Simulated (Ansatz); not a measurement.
Basis-set extrapolation for FH₈NSi₃, SMILES `N[SiH](F)[SiH2][SiH3]` (PBE0-D4/def2-TZVP geometry, frozen core, Ansatz). Multiplicity 1, RHF reference.

```tsv
	def2-TZVPP	def2-QZVPP
HF	-1025.545459	-1025.580321
MP2 correlation	-0.838370	-0.906809
CCSD(T) correlation	-0.932323	not run
```

Energies in hartree. Use E(X) = E(∞) + A·exp(−7.88·√X) for Hartree–Fock and E(X) = E(∞) + B·X^(−2.97) for correlation, with X = 3 and 4, and add CCSD(T) minus MP2 of the smaller set to the MP2 limit.

Task: What is the CCSD(T) energy at the basis-set limit?

Result: HF limit: -1025.580321 + (-0.034862) × 0.13774 = -1025.58512. MP2 limit: -0.906809 + (-0.068439) × 0.74074 = -0.95750. Higher-order term: -0.932323 − (-0.838370) = -0.09395. Total: -1026.63657 hartree, 4.32 eV below CCSD(T)/def2-TZVPP.
